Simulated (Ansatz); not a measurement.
# Which method gave which barrier?

Saddle point of GeH5BrO2, singlet (GeH₃Br ([GeH3][Br]) + H₂O₂ ([OH][OH]) → GeH₄O₂ ([OH][O][GeH3]) + HBr; bonds formed: Ge1–O7, Br2–H6; bonds broken: Ge1–Br2, H6–O7), PBE0-D4/def2-TZVP structure:

```csv
atom,x (Å),y (Å),z (Å)
Ge1,-0.8515,-0.7287,-0.1524
Br2,1.4806,-1.7976,1.0051
H3,-0.7394,-1.9314,-1.0828
H4,-1.4263,-0.8928,1.2487
H5,-1.6364,0.3861,-0.8879
H6,1.3524,0.1116,0.4517
O7,0.7167,0.5672,-0.2134
O8,0.4107,1.8916,0.2038
H9,0.6932,2.3939,-0.5730
```

Ansatz 0.2.0; basis: def2-TZVPP, with def2-QZVPP for the basis limit; cores frozen in the correlated methods. Filled d shells of the heavier atoms are correlated. The def2 sets are not built for correlating such inner shells, so the correlated values are less sure here. B3LYP uses VWN-RPA correlation. Extrapolation: Hartree–Fock as exp(−7.88 √X), correlation as X^−2.97. Four methods, as single points on the PBE0-D4 structures, gave these electronic barriers from the start structure: 66.7, 104.9, 118.1, 144.0 kJ/mol.

(1) The methods were, in alphabetical order, B3LYP-D4, BHLYP-D4, HF, SPW92. Which gave which? (Judge from chemistry; the calculation decides.)

No T1 diagnostic of these runs exceeds 0.012.

Results:

(1) By the calculation: SPW92 66.7; B3LYP-D4 104.9; BHLYP-D4 118.1; HF 144.0 kJ/mol. For comparison, CCSD(T) at an estimated basis limit (MP2 extrapolated from triple and quadruple zeta, plus CCSD(T) − MP2 in triple zeta) gives 115.6 kJ/mol.

Labels in which every atom is bracketed show which atoms are joined, not bond orders.

For scale, one of the runs: CCSD(T)/def2-TZVPP, 228 basis functions (an equivalent command: `ansatz run in.yaml --threads 8`). Time: 2.3 min of wall clock on 8 CPU threads; the host was shared. Peak host memory: 4.2 GiB.
